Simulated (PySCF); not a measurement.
**Dipole moment and polarisability of `CC[C@H]1OCC1=O`**

Species: C₅H₈O₂.
Geometry (PBE0-D3(BJ)/def2-SVP, Å), atoms numbered from 1 in this order:
```
atom  x, y, z in Å
C1    -1.9883    0.4461    0.3247
C2    -1.0255   -0.0166   -0.7576
C3     0.2421   -0.6030   -0.1704
O4     1.2082   -1.0242   -1.1431
C5     2.2298   -0.1517   -0.6694
C6     1.2668    0.3843    0.3804
O7     1.2822    1.2279    1.2224
H8    -2.3174   -0.3955    0.9543
H9    -2.8862    0.9045   -0.1140
H10   -1.5147    1.1890    0.9842
H11   -1.4865   -0.7845   -1.4003
H12   -0.7518    0.8202   -1.4216
H13    0.0024   -1.4150    0.5446
H14    2.5665    0.5861   -1.4201
H15    3.1123   -0.6798   -0.2643
```

Level: wB97X-D/def2-SVPD (PySCF), static field, nuclei fixed, core orbitals frozen in the response. The polarisability tensor in these axes (au):

```
x   73.74  0.34 -2.87
y    0.34 58.50  5.06
z   -2.87  5.06 60.96
```

**Question.** What are the eigenvalues, a third of the trace, and Δα (Δα² = ½Σ(αi − αj)² over the three pairs)?

**Answer.** Principal values 54.30, 64.50 and 74.39 au; mean 64.40 au = 9.54 Å³ = 10.62 × 10⁻⁴⁰ C²·m²/J; Δα = 17.40 au (27 % of the mean).

**Question.** What is the dipole moment, and where does it point?

**Answer.** (-0.45, -0.66, -0.74) D, 1.09 D in size, pointing from the negative to the positive side. Measured along this direction, the outermost atoms are O7 at the negative end and H11 at the positive end.

**Question.** Molar refractivity from α?

**Answer.** Lorentz–Lorenz: R = (4π/3)N_A α = 2.5225 cm³/(mol·Å³) × 9.54 Å³ = 24.1 cm³/mol, in the limit of long wavelengths.

**Question.** Give the eigenvalues of the traceless quadrupole moment Θ = ½Σq(3rr − r²1), origin at the centre of nuclear charge.

**Answer.** -13.34, 4.51, 8.82 D·Å. The values depend on the origin, since the dipole doesn't vanish. The electronic extent ⟨r²⟩ about the same centre is 776 bohr², a root-mean-square distance of 2.01 Å for the 54 electrons.

**Question.** Orientational against electronic polarisability at 500 K (dilute gas, rigid molecules)?

**Answer.** In Gaussian units μ²/3kT = 5.75 Å³ against 9.54 Å³, a ratio of 0.60; the Debye molar polarisation (4π/3)N_A(α + μ²/3kT) is 38.6 cm³/mol, leaving out the vibrational part.

**Question.** What would n − 1 = 2πNα be for an ideal gas of these molecules at 500 K and 1 atm, electronic part alone?

**Answer.** N = p/kT = 1.4678 × 10¹⁹ cm⁻³, so n − 1 = 2π × N × 9.54 × 10⁻²⁴ cm³ = 880 × 10⁻⁶ at long wavelengths.

**Question.** What depolarisation ratio follows for Rayleigh scattering of linearly polarised light, taking the static tensor?

**Answer.** ρ = 3Δα²/(45ᾱ² + 4Δα²) = 907.8/(186628 + 1210.4) = 0.00483.

One conformer (not necessarily the lowest) at the PBE0-D3(BJ)/def2-SVP geometry, without solvent, vibrations or thermal averaging.
